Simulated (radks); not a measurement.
Initial-state core-level shifts of neutral titanium when its valence configuration changes from [Ar] 3d2 4s2. Method: scalar-relativistic Kohn-Sham, BLYP, spin-polarised, spherical densities, finite nucleus; open shells are filled with parallel spins first; Fermi nuclear charge, rms radius 3.5921 fm; computed with a radial shooting solver on a logarithmic mesh with Libxc functionals. Shifts are changes of the shell-averaged eigenvalues in eV (positive: less bound); the change of the density at the nucleus, which sets a Mossbauer isomer shift, is in e/bohr^3, on a base of 8549.

valence	1s	2s	2p	3p	density at nucleus
3d3 4s1	+3.557	+4.119	+4.065	+3.535	-4.3949
3d1 4s2 4p1	-6.663	-7.575	-7.490	-6.218	+3.5769
3d2 4s1 4p1	-1.167	-1.156	-1.154	-1.135	-2.9528
4s2 4p2	-14.488	-16.640	-16.446	-13.070	+7.9873
3d2.5 4s1.5	+2.022	+2.347	+2.317	+1.979	-2.4868
3d3.5 4s0.5	+4.559	+5.333	+5.259	+4.588	-6.2258
3d1.5 4s1.5 4p1	-3.727	-4.135	-4.095	-3.547	-0.0219
3d2 4s1.5 4p0.5	-0.643	-0.634	-0.634	-0.624	-1.3833
3d2 4p2	-2.391	-2.327	-2.327	-2.338	-6.7934
